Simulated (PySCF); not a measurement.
Input file for PySCF: R-BP86/LANL2DZ on H2OSn (SMILES [OH][SnH]), a point of a bond scan (R = 0.963 Å).

```python
from pyscf import gto, scf, dft, mp
from pyscf.data.elements import chemcore

mol = gto.M(
    atom='''
    Sn   -0.18386056   -0.15025870    0.19526245
    H    -1.45520735    0.01473920   -1.07212820
    O     1.21528417    0.79939053   -0.86933130
    H     0.92596202    1.10307134   -1.73634394
    ''',
    basis='lanl2dz',
    ecp={'Sn': 'lanl2dz'},
    charge=0, spin=0, verbose=3, max_memory=1800)
mf = dft.RKS(mol, xc='b88,p86')
mf.conv_tol = 1e-8
mf.max_cycle = 100
mf.kernel()
if not mf.converged:
    mf = mf.newton().run(mf.mo_coeff, mf.mo_occ)
```

The log:

```
converged SCF energy = -79.8224469193943
```

The calculation finished and met its thresholds.

Cost: roughly 1.7 core-seconds.
